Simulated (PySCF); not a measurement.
**Correlation energy of Kr²⁺ (krypton, charge +2)**

[Ar] 3d10 4s2 4p4, high-spin 3P determinant. All numbers are calculated (PySCF 2.14, the spin-free X2C one-electron Hamiltonian (Gaussian nucleus), in x2c-TZVPPall). Frozen: [Ar] 3d10; 6 electrons correlated.

```
  level  correlation energy (mhartree)
   CCSD                        -126.97
    (T)                          -2.97
CCSD(T)                        -129.94
  CCSDT                        -130.41
```

Diagnostics: T1 = 0.0062, D1 = 0.0199, largest double amplitude 0.043.

Cost of the coupled-cluster step: of the order of 1 core-seconds, for 6 correlated electrons.

Iterations:

```
CC2 = 0
CCSD nocc = (np.int64(4), np.int64(2)), nmo = (34, 34)
frozen orbitals [[0, 1, 2, 3, 4, 5, 6, 7, 8, 9, 10, 11, 12, 13], [0, 1, 2, 3, 4, 5, 6, 7, 8, 9, 10, 11, 12, 13]]
max_cycle = 100
direct = 0
conv_tol = 1e-08
conv_tol_normt = 1e-06
diis_space = 8
diis_start_cycle = 0
Init t2, MP2 energy = -0.107479931077234
Init E_corr(UCCSD) = -0.107479931077361
cycle = 1  E_corr(UCCSD) = -0.1227025741203  dE = -0.015222643  norm(t1,t2) = 0.0344675
cycle = 2  E_corr(UCCSD) = -0.125778228359922  dE = -0.00307565424  norm(t1,t2) = 0.0102739
cycle = 3  E_corr(UCCSD) = -0.12700658576681  dE = -0.00122835741  norm(t1,t2) = 0.00371594
cycle = 4  E_corr(UCCSD) = -0.126969906308627  dE = 3.66794582e-05  norm(t1,t2) = 0.000376615
cycle = 5  E_corr(UCCSD) = -0.126970811740568  dE = -9.05431942e-07  norm(t1,t2) = 4.72858e-05
cycle = 6  E_corr(UCCSD) = -0.126970819462817  dE = -7.72224848e-09  norm(t1,t2) = 7.57997e-06
cycle = 7  E_corr(UCCSD) = -0.126970894799335  dE = -7.53365185e-08  norm(t1,t2) = 1.29213e-06
cycle = 8  E_corr(UCCSD) = -0.126970874950718  dE = 1.98486166e-08  norm(t1,t2) = 3.12301e-07
cycle = 9  E_corr(UCCSD) = -0.126970875362074  dE = -4.11355977e-10  norm(t1,t2) = 5.62972e-08
UCCSD converged
E(UCCSD) = -2786.971888421549  E_corr = -0.1269708753620745
UCCSD(T) correction = -0.00296759470783189
```
